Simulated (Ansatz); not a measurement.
System (SMILES): [Cl][Al] (Al-Cl) (closed-shell singlet).
Atoms: Al1, Cl2. Bonds: Al1-Cl2.

Basis-set convergence of the highest harmonic wavenumber at PBE with Ansatz (a program for electronic structure). Each level at its own minimum, finite differences of forces, unscaled; the reference is a large set that could be run, not a limit. All functions are spherical. The program fits the integrals of some runs and decomposes those of others, by size. No added dispersion term, no relativity. Reference: the value in pcseg-3, 454 cm⁻¹, itself unsure by roughly 1 cm⁻¹ (its mean distance from cc-pV(Q+d)Z, aug-pcseg-2, aug-cc-pV(T+d)Z). Deviations are taken from unrounded values.

```json
[
 {"basis": "def2-SVP", "functions": "36", "highest harmonic wavenumber (cm⁻¹)": "476", "minus reference (cm⁻¹)": "21"},
 {"basis": "cc-pV(D+d)Z", "functions": "46", "highest harmonic wavenumber (cm⁻¹)": "452", "minus reference (cm⁻¹)": "-2"},
 {"basis": "aug-cc-pV(D+d)Z", "functions": "64", "highest harmonic wavenumber (cm⁻¹)": "440", "minus reference (cm⁻¹)": "-14"},
 {"basis": "def2-TZVP", "functions": "74", "highest harmonic wavenumber (cm⁻¹)": "457", "minus reference (cm⁻¹)": "3"},
 {"basis": "cc-pV(T+d)Z", "functions": "78", "highest harmonic wavenumber (cm⁻¹)": "456", "minus reference (cm⁻¹)": "2"},
 {"basis": "def2-TZVPP", "functions": "84", "highest harmonic wavenumber (cm⁻¹)": "457", "minus reference (cm⁻¹)": "3"},
 {"basis": "jun-cc-pV(T+d)Z", "functions": "96", "highest harmonic wavenumber (cm⁻¹)": "453", "minus reference (cm⁻¹)": "-1"},
 {"basis": "aug-cc-pV(T+d)Z", "functions": "110", "highest harmonic wavenumber (cm⁻¹)": "453", "minus reference (cm⁻¹)": "-1"},
 {"basis": "cc-pV(Q+d)Z", "functions": "128", "highest harmonic wavenumber (cm⁻¹)": "455", "minus reference (cm⁻¹)": "1"}
]
```

The smallest set listed that lies within 10 cm⁻¹ of the reference with all its larger relatives (same family, alike in diffuse functions; a set with none counts only in the reference's own line) is cc-pV(D+d)Z (46 functions, -2 cm⁻¹ off).
